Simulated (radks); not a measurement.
Problem. Method: scalar-relativistic Kohn-Sham, LB94 model potential, spin-polarised, spherical densities, finite nucleus; open shells are filled with parallel spins first; Fermi nuclear charge, rms radius of each element as measured or else 0.836 A^(1/3) + 0.57 fm; computed with a radial shooting solver on a logarithmic mesh with Libxc functionals. Response by self-consistent Sternheimer equations with the Hartree and adiabatic LDA kernel, the relativistic mass of each level held fixed and spin-orbit coupling left out. For heavy and open-shell atoms this level of theory can miss by tens of per cent. Rank Ni, Ge4+, Ga3+, Br7+, As5+, Se6+, Cu+, Kr8+, Zn2+ (NIST ground configurations) by static dipole polarisability, largest first.

Solution. Ni 34.96, Cu+ 5.923, Zn2+ 2.564, Ga3+ 1.375, Ge4+ 0.8372, As5+ 0.5537, Se6+ 0.3882, Br7+ 0.2840, Kr8+ 0.2147 bohr^3.
